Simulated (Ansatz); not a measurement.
C2H6Ge⁺, that is GeMe2 with one electron fewer. The state is a doublet with charge 1. Geometry PBE-D4/def2-TZVP, that of the neutral singlet; atoms count from 1.

| atom | x (Å) | y (Å) | z (Å) |
| --- | --- | --- | --- |
| Ge1 | 0.354 | 1.325 | 0.267 |
| C2 | 1.283 | -0.428 | 0.617 |
| H3 | 1.475 | -0.932 | -0.346 |
| H4 | 0.622 | -1.094 | 1.197 |
| H5 | 2.233 | -0.308 | 1.151 |
| C6 | -1.263 | 0.497 | -0.604 |
| H7 | -1.772 | -0.150 | 0.131 |
| H8 | -0.953 | -0.154 | -1.439 |
| H9 | -1.978 | 1.244 | -0.974 |

(1) Estimate the Mulliken populations from the PBE0/def2-TZVP orbitals of Ansatz.

(2) Where does the spin sit?

(3) And the Mayer bond orders between bonded heavy atoms (over 0.3)?

## Answers

(1) 
```
atom  charge (e)  spin (α − β)
 Ge1        0.73          0.62
  C2       -0.49          0.17
  H3        0.21          0.01
  H4        0.21          0.01
  H5        0.21          0.00
  C6       -0.49          0.17
  H7        0.21          0.01
  H8        0.21          0.01
  H9        0.21          0.00
```
Mulliken values and Mayer orders depend strongly on the basis.

(2) Summed by element: Ge 0.62, C 0.35, H 0.03, of 1 unpaired in all. Largest on single atoms: Ge1 0.62, C2 0.17, C6 0.17.

(3) Ge1–C2 0.95 (2.01 Å); Ge1–C6 0.95 (2.01 Å).
